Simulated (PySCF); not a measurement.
Electron correlation in Pd (palladium, neutral)

[Kr] 4d9 5p1, one real determinant (an excited configuration). All numbers are calculated (PySCF 2.14, scalar relativity through the core potential, in def2-QZVPPD with the def2 core potential (28 electrons) (7s5p4d4f2g, 88 functions)). Frozen: nothing; 18 electrons correlated.

```csv
level,correlation energy (mhartree)
CCSD,-627.43
(T),-21.44
CCSD(T),-648.87
```

Diagnostics: T1 = 0.019, D1 = 0.1026, largest double amplitude 0.027.

Is a single reference adequate?

Yes, within this model without spin-orbit coupling: T1 lies below 0.03 and no double amplitude reaches 0.07.

The reference is one real determinant that mixes LS terms of this configuration.

The basis has no tight functions for the innermost shells, so their pair energies are far from complete.

This basis was not built for core-valence correlation, so the inner-shell part is incomplete.
